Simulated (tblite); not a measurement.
Species: C₄H₈O₂SSi.
Z-matrix (Å and degrees, GFN2-xTB geometry), rows numbered from 1:
```
O 
C   1  1.2002
C   2  1.4990  1  130.03
S   3  1.8831  2   88.48  1   142.86
O   4  1.4525  3  108.70  2   -84.66
C   2  1.4997  1  127.30  3   162.72
C   6  1.4974  2  114.62  1   -24.67
Si  7  1.9227  6  112.44  2    43.93
H   3  1.0859  2  114.16  1  -108.20
H   3  1.0866  2  115.97  1    22.91
H   6  1.0886  2  113.21  1   109.01
H   7  1.0895  6  110.13  2   167.90
H   7  1.0931  6  107.70  2   -75.59
H   8  1.4618  7  109.22  6    36.75
H   8  1.4711  7  103.81  6   151.58
H   8  1.4545  7  112.26  6   -91.35
```

Computed with GFN2-xTB (tblite): harmonic, unscaled wavenumbers at the GFN2-xTB geometry, gas phase. Against measured fundamentals such values can be off by several per cent, at times by over 20. Modes of hydrogen on silicon can be 10 to 20 % off. One conformer, not necessarily the lowest.

Harmonic wavenumbers (cm⁻¹): 63.3, 78.8, 120.7, 170.2, 254.4, 268.2, 290.7, 383.1, 407.8, 502.9, 535.0, 568.9, 599.6, 654.4, 704.6, 720.0, 749.0, 774.2, 801.0, 817.6, 835.9, 874.1, 958.7, 1008.6, 1070.1, 1090.8, 1101.0, 1161.1, 1175.0, 1241.5, 1269.1, 1382.2, 1476.3, 1796.5, 2205.6, 2276.4, 2343.1, 2962.3, 2984.8, 3000.1, 3028.3, 3037.3.

A = 2731, B = 1023, C = 851.7 MHz; mass 148.001 u (most abundant isotopes); point group C1, symmetry number 1.

Question: Zero-point energy?

Answer: ½Σν̃ = 23872 cm⁻¹ = 68.25 kcal/mol.

Question: Give the ideal-gas entropy at 350 K and 1 bar in the rigid-rotor, harmonic-oscillator model (classical rotation).

Answer: Translation 41.71, rotation 29.77, vibration 30.60: S = 102.1 cal/(mol K).

Question: And Cp and H(350 K) − H(0)?

Answer: Cp = 42.34 cal/(mol K), of which vibrations give 34.39 (their classical limit is 42 R = 83.5); H(350 K) − H(0) = 8.64 kcal/mol without the zero-point energy, 5.86 from vibrations.

Question: Blend soft modes into free rotors: weight 1/[1 + (100 cm⁻¹/ν̃)⁴] for the oscillator and the rest for a rotor with moment μB/(μ + B), μ = h/(8π²ν), B = 10⁻⁴⁴ kg m². What vibrational entropy results?

Answer: 28.66 cal/(mol K) in place of 30.60, which changes −T·S at 350 K by +0.68 kcal/mol.

Question: Which modes carry the vibrational entropy at 350 K?

Answer: 63.3 cm⁻¹: 4.67; 78.8 cm⁻¹: 4.24; 120.7 cm⁻¹: 3.40; 170.2 cm⁻¹: 2.74; 254.4 cm⁻¹: 1.99; 268.2 cm⁻¹: 1.89 cal/(mol K); the other 36 give 11.68 together.

Hindered rotation and anharmonicity are outside this model. Other conformers, if any are populated, would add a mixing term that is left out. The structure is chiral; the term R ln 2 for an equal mix with its mirror image is left out.
